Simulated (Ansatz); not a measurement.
Species: C$_{2}$H$_{10}$OSi$_{2}$, charge 0, multiplicity 1. 
Geometry from a B3LYP-D3(BJ)/def2-TZVP (Ansatz, a first-principles code) optimisation:
```
O
Si 1 1.6405
Si 1 1.6405 2 147.22
H 3 1.4845 1 109.29 2 60.66
H 2 1.4845 1 109.30 3 -60.48
H 3 1.4846 4 108.28 1 118.97
H 2 1.4846 5 108.28 1 -118.97
C 2 1.8623 5 110.45 7 -121.06
H 8 1.0917 2 110.90 5 -59.90
H 8 1.0917 9 108.20 2 121.85
H 8 1.0927 9 108.10 10 116.84
C 3 1.8623 4 110.45 6 121.07
H 12 1.0917 3 110.92 4 -179.53
H 12 1.0917 13 108.20 3 121.84
H 12 1.0927 13 108.10 14 116.84
```

Property: atomisation energy (electronic, to ground-state atoms), in kcal/mol. Correlated levels leave the core frozen unless marked. Open shells are spin-unrestricted. Spin-orbit coupling is left out. No relativistic terms. The coupled-cluster limit lacks core correlation, which all-electron functionals hold. CBS marks a two-point X^-3 extrapolation of the correlation energy; Hartree-Fock from the larger set.

| level | program | atomisation energy (kcal/mol) |
|---|---|---|
| HF/6-31G | Ansatz | 888.0 |
| HF/cc-pV(D+d)Z | Ansatz | 976.0 |
| PBE-D3(BJ)/def2-TZVPD | Ansatz + dftd3 | 1306.6 |
| PBE0-D3(BJ)/def2-TZVPD | Ansatz + dftd3 | 1298.6 |
| BHLYP-D4/def2-TZVPD | Ansatz + dftd4 | 1286.7 |
| B2GP-PLYP/def2-TZVPD | Ansatz | 1288.8 |
| RI-MP2/cc-pV(T+d)Z | Ansatz | 1286.8 |

**Question.** Estimate the value at CCSD(T)/CBS(cc-pV(T+d)Z,cc-pV(Q+d)Z) as computed with Ansatz.

**Answer.** 1312.6 kcal/mol
